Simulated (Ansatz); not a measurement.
Compare A (`O[SiH]1CCO1`) with its isomer B (`CO[Si]OC`).

Isolated molecules relaxed with PBE0-D4/def2-TZVP in Ansatz; ΔE leaves out vibrations. CCSD(T)/CBS adds triple-zeta CCSD(T) − MP2 to the extrapolated MP2 energy (def2 sets, frozen cores). DFT in def2-TZVPP. B3LYP here is the variant with VWN-RPA as its local correlation; programs differ in this. One conformer a species, not always the lowest.

(1) Which isomer does CCSD(T)/CBS put lower? Give the gap. (Estimate.)

(2) Give E(B) − E(A) in kJ/mol with B2PLYP, CCSD/def2-TZVPP, B3LYP, MP2/def2-TZVPP, PBE-D4, B3LYP-D4, HF/def2-TZVPP. (Best estimate.)

Largest T1 diagnostic: 0.014.

Results:

(1) Ansatz gave: A, by 117.5 kJ/mol.

(2) Computed: B2PLYP 103.9, CCSD/def2-TZVPP 113.2, B3LYP 90.3, MP2/def2-TZVPP 130.0, PBE-D4 103.4, B3LYP-D4 89.7, HF/def2-TZVPP 104.9. None reverses the order clearly.

In def2-TZVPP, CCSD(T) changes the Hartree–Fock value by +8.7 kJ/mol (the triples alone add +0.4 kJ/mol) and MP2 by +25.1 kJ/mol. From PBE to PBE0 (25 % exact exchange), in def2-TZVPP and without D4, E(B) − E(A) moves by +15.7 kJ/mol.
